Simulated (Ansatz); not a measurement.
Calculated with Ansatz (gas phase, PBE0-D4/def2-TZVP geometries, no zero-point term in ΔE). CBS: MP2 limit from def2 TZ/QZ plus the TZ coupled-cluster correction, frozen cores. This one scheme is used for every species. Functionals use def2-TZVPP. No spin–orbit coupling; open shells (•) take unrestricted orbitals. Each species was taken in one conformer, which may not be the lowest.

Reaction (hydrogen abstraction from the S–H bond): `S[Si](Cl)(Cl)Cl` + `[OH]`• → `[S][Si](Cl)(Cl)Cl`• + H₂O

| level | ΔE (eV) |
| --- | --- |
| PBE0-D4 | -1.25 |
| r2SCANh-D4 | -1.21 |
| BLYP | -1.40 |
| CCSD(T)/def2-TZVPP | -1.27 |

Problem. What does CCSD(T)/CBS give? (An estimate is asked.)

Solution. Ansatz gave: -1.33 eV. The listed levels differ from it by 0.08, 0.12, -0.07, 0.06 eV.

Largest T1 diagnostic among the species: 0.011.

From BLYP to BHLYP (50 % exact exchange), in def2-TZVPP and without D4, ΔE moves by +0.25 eV. In def2-TZVPP, CCSD(T) changes the Hartree–Fock value by −0.45 eV (the triples alone add −0.02 eV) and MP2 by −0.59 eV. At CCSD(T), def2-SVP lies +0.16 eV from the extrapolated value and def2-TZVPP +0.06 eV.
